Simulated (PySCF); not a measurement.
C6H5FOS.
Cartesian coordinates in Å at the GFN2-xTB level; atoms count from 1:
```
atom  x, y, z in Å
C1    -2.0760   -0.7667    0.5463
C2    -0.8733   -0.1064   -0.0394
C3    -0.8993    0.7497   -1.1079
S4     0.6409    1.3455   -1.5489
C5     1.3727    0.4309   -0.2700
C6     2.7956    0.4944   -0.0713
O7     3.6246    1.1000   -0.6645
F8     3.1750   -0.2961    0.9892
C9     0.4376   -0.2867    0.4398
H10   -2.9741   -0.4645    0.0150
H11   -2.1803   -0.4974    1.5961
H12   -1.9786   -1.8495    0.4856
H13   -1.7610    1.0629   -1.6646
H14    0.6956   -0.9166    1.2726
```

Method used: TDDFT PBE0/def2-SVPD, vertical, gas phase, core orbitals frozen in the response in PySCF.

Ground-to-excited transition dipoles (e·a0, same axes as the geometry; the sign carries no meaning), for the states with f of 0.002 or more among the lowest 8:

```
state  E (eV)      μx     μy      μz
   S1   4.659  -0.832  0.295  -0.529
   S2   5.178   1.172  0.359  -0.219
   S7   6.855  -0.014  0.092   0.074
   S8   7.113   0.116  0.345  -0.404
```

Task: Work out the oscillator strengths.

Result: f = (2/3) ΔE |μ|² with ΔE in hartree (27.2114 eV).

```tsv
state	|μ|² (au)	|μ| (D)	f
S1	1.058	2.61	0.121
S2	1.550	3.16	0.197
S7	0.014	0.30	0.002
S8	0.295	1.38	0.051
```

Task: Label these states by symmetry in Cs.

Result: Polarised normal to the mirror plane, so A″: S7. Polarised in the mirror plane, so A′: S1, S2 and S8.

Task: Which bond between heavy atoms lies closest to the direction of the S2 transition dipole?

Result: C3–S4, at 6° from it; next C1–C2 at 17°.

Task: What angle do the transition dipoles of S1 and S8 make?

Result: |cos θ| = |μa·μb| / (|μa| |μb|) = 0.39, so θ ≈ 67° (taken between 0 and 90°, since the signs are arbitrary).

Task: What peak molar absorption coefficient would the strongest computed level give as a lone Gaussian band 0.4 eV wide at half height?

Result: ε(max) = 2.175×10⁸ f / FWHM, with the width in cm⁻¹. S2: 2.175×10⁸ × 0.1967 / 3226 ≈ 13000 L mol⁻¹ cm⁻¹.

Hardware: Intel Xeon Platinum 8259CL at 2.50 GHz, one thread, on a shared host. Cost: 60 s wall, 0.94 GiB resident at most.

One conformer stands for the species.
